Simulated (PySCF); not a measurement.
Computed shifts of a molecule C3H8BF, PySCF with B3LYP/pcSseg-1, GIAO, gas phase, atoms alike by connectivity averaged where their shifts nearly agree, in ppm (number of nuclei): ¹⁹F: -25.6 (1). ¹³C: 22.1 (1), 10.7 (1), 7.1 (1). ¹H: 1.42 (2), 1.28 (3), 0.73 (3). References: ¹¹B against BF3 (σ = 86.3 ppm); ¹⁹F against CFCl3 (σ = 161.7 ppm); ¹³C against TMS (σ = 181.3 ppm); ¹H against TMS (σ = 31.68 ppm), references at their B3LYP-D3(BJ)/def2-TZVP geometries, non-relativistic. Coordinates come from a B3LYP-D3(BJ)/def2-SVP optimisation. Other conformers were not sampled.

**Question.** Which structure fits?
A. CC(C)BF
B. CCCBF
C. CCB(C)F

**Answer.** C, CCB(C)F
